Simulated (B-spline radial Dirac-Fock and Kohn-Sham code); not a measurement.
# Core and valence levels of Fe²⁵⁺

System: iron as Fe²⁵⁺, configuration 1s1; nuclear rms radius 3.7377 fm (A = 56).

The computed values come from a radial finite-basis atomic code: Dirac-Fock energy differences between relaxed states, corrected for Breit and QED terms. Correlation and solid-state effects are left out. Energies are counted from the vacuum level.

All terms are in eV, carry their sign (relaxation lowers the binding energy) and add up to the binding energy; ⟨r⟩ is the mean radius of the orbital in the initial state.

| subshell | −ε (Koopmans) | relaxation | Gaunt | retardation | QED | binding energy | ⟨r⟩ (bohr) |
| --- | --- | --- | --- | --- | --- | --- | --- |
| 1s | 9281.7 | 0.00 | 0.00 | 0.00 | -3.92 | 9277.8 | 0.057 |

For the deepest level, K (1s), the Breit terms make up 0.000 % of the binding energy, QED -0.042 % and orbital relaxation 0.000 %.

Going to the tabulated ground configuration of the next ion removes an electron from K (1s), computed at 9277.8 eV. NIST lists 9277.689 eV as the ionisation energy of this species (theoretical), -0.09 eV from the computed value.
